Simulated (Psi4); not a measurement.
Psi4 input (wB97X-D/6-311+G**):

```
memory 1500 MB

molecule {
0 1
Si   -1.17798600    0.01946700    0.00247800
C     0.51917000    0.72496300    0.00106400
C     0.49492200   -0.74172200   -0.00319700
C     1.73454100   -0.02866500   -0.00364800
symmetry c1
no_reorient
no_com
}

set {
  basis 6-311+G**
  reference rks
  scf_type pk
  dft_radial_points 99
  dft_spherical_points 590
  e_convergence 1e-8
  d_convergence 1e-7
  maxiter 150
}

e = energy('wb97x-d')
print_out(f'\nFINAL {e:.10f} DIPOLE {variable("CURRENT DIPOLE")[0]:.6f} {variable("CURRENT DIPOLE")[1]:.6f} {variable("CURRENT DIPOLE")[2]:.6f}\n')
```

From the output:

```
    One-Electron Energy =                -758.0042037812477247
    Two-Electron Energy =                 277.5361843780754043
    DFT Exchange-Correlation Energy =     -26.3270533278371097
    Empirical Dispersion Energy =          -0.0001713675585432
    VV10 Nonlocal Energy =                  0.0000000000000000
    Total Energy =                       -403.5358936929405900

Computation Completed

Properties will be evaluated at   0.000000,   0.000000,   0.000000 [a0]

Properties computed using the SCF density matrix

 Multipole Moments:

 ------------------------------------------------------------------------------------
     Multipole            Electronic (a.u.)      Nuclear  (a.u.)        Total (a.u.)
 ------------------------------------------------------------------------------------

 L = 1.  Multiply by 2.5417464519 to convert [e a0] to [Debye]
 Dipole X            :         -1.6618082           -0.0000113           -1.6618195
 Dipole Y            :          0.0274722           -0.0000113            0.0274608
 Dipole Z            :          0.0034839            0.0000113            0.0034952
 Magnitude           :                                                    1.6620501

 ------------------------------------------------------------------------------------

FINAL -403.5358936929 DIPOLE -1.661820 0.027461 0.003495

*** Psi4 exiting successfully. Buy a developer a beer!
```

The geometry given is a B3LYP-D3(BJ)/def2-TZVP minimum.
